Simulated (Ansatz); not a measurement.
Task: Name a neutral molecule of C, F, O, Ti and H with size of the dipole moment (PBE/def2-TZVPP) between 5.65 and 5.95 D and HOMO energy (PBE0/def2-TZVPP) between -8.75 and -8.45 eV (Ansatz, PBE0-D4/def2-TZVP geometry).

Result: `CC1=CC(C(F)(F)F)=[O+][Ti-]([F])([F])([F])[O]1` (5.67 D, -8.51 eV). Other molecules can fit too; these were computed, each in one conformer that needn't be the lowest.
